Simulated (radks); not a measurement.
All-electron atom: In+ in [Kr] 4d10 5s2.

All-electron calculation, scalar-relativistic Kohn-Sham, LB94 model potential, spin-polarised, spherical densities, finite nucleus; Fermi nuclear charge, rms radius 4.6156 fm. Program: a radial shooting solver on a logarithmic mesh with Libxc functionals.

Energy parts (eV):
kinetic: 167363.924
electron-nucleus: -387350.700
Hartree: 64292.030
(The LB94 potential has no energy functional, so no total or exchange-correlation energy is given.)

Orbitals (lengths in bohr, moments of r in powers of bohr):
| orbital | occ. | eigenvalue (eV) | <r> |
|---|---|---|---|
| 1s | 2 | -27903.43 | 0.02967 |
| 2s | 2 | -4202.934 | 0.1282 |
| 2p | 6 | -3778.823 | 0.1118 |
| 3s | 2 | -814.6648 | 0.3484 |
| 3p | 6 | -675.2097 | 0.3466 |
| 3d | 10 | -457.9219 | 0.3232 |
| 4s | 2 | -133.6096 | 0.8473 |
| 4p | 6 | -92.2061 | 0.9223 |
| 4d | 10 | -32.9562 | 1.172 |
| 5s | 2 | -20.8461 | 2.373 |

The highest occupied level is 5s at -20.846 eV. The density falls to 0.001 e/bohr^3 at r = 3.88 bohr. The electron density at the nucleus is 1.796e+05 e/bohr^3 (large components only). Summed over all electrons, <r^2> = 39.13 bohr^2, which gives a Langevin (diamagnetic) susceptibility term of -31 x 10^-6 cm^3/mol.
